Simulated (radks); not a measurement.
Task: Radial electron density D(r) = 4 pi r^2 rho(r) of an atom or ion with 68 electrons. Method: scalar-relativistic Kohn-Sham, PBE, spin-polarised, spherical densities, finite nucleus; Fermi nuclear charge, rms radius of each element as measured or else 0.836 A^(1/3) + 0.57 fm; computed with a radial shooting solver on a logarithmic mesh with Libxc functionals.

```
   r/bohr * D(r) (the largest magnitude, 121, reaches the edge; | marks zero)
 0.001012 | *
 0.001382 |   *
 0.001888 |     *
 0.002559 |         *
 0.003496 |              *
 0.004776 |                     *
 0.006524 |                             *
 0.008913 |                                    *
  0.01218 |                                        *
  0.01664 |                                        *
  0.02255 |                                     *
   0.0308 |                                     *
  0.04208 |                                             *
  0.05749 |                                                      *
  0.07853 |                                                   *
   0.1073 |                                         *
   0.1466 |                                              *
   0.1986 |                                               *
   0.2714 |                            *
   0.3708 |                       *
   0.5065 |                          *
    0.692 |                *
   0.9453 |       *
    1.291 |    *
     1.75 | *
    2.391 |*
    3.267 *
    4.463 *
    6.097 *
    8.329 *
    11.38 *
```

What is the nuclear charge?

Result: Z = 68. The innermost maximum, from 1s, lies near gamma/Z bohr with gamma = sqrt(1 - (Z/c)^2) = 0.868, here 0.0128 bohr (found: 0.0140), and its height grows with Z. The density is that of neutral erbium in [Xe] 4f(up 7, down 5) 6s2; the configuration itself is not fixed sharply by these data, and Z only to a few units. D(r) has 4 maxima, at r = 0.0140, 0.0628, 0.175, 0.475 bohr, and minima at 0.0269, 0.114, 0.337 bohr, inside which lie 1.93, 11.13, 29.54 electrons.
